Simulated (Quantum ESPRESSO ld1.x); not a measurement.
Initial-state core-level shifts of the vanadium ion V+ when its valence configuration changes from [Ar] 3d4. Calculated with ld1.x of Quantum ESPRESSO 7.5: scalar-relativistic Kohn-Sham, LDA (Slater exchange, VWN5 correlation), spin-polarised, spherical densities, point nucleus; open shells are filled with parallel spins first. Shifts are changes of the shell-averaged eigenvalues in eV (positive: less bound).

valence           2s       2p       3s       3p
3d3.5 4s0.5   -2.620   -2.586   -2.330   -2.242
3d3.5 4p0.5   -3.205   -3.172   -2.951   -2.862
3d3 4s1       -5.618   -5.546   -4.926   -4.737
3d2 4p2      -15.170  -14.999  -13.262  -12.812
3d3 4p1       -6.806   -6.733   -6.163   -5.969
3d2.5 4p1.5  -10.803  -10.684   -9.614   -9.298
3d2 4s1 4p1  -14.004  -13.838  -12.088  -11.649
3d1 4s2 4p1  -22.910  -22.641  -19.051  -18.339
3d1.5 4p2.5  -19.876  -19.648  -17.068  -16.474
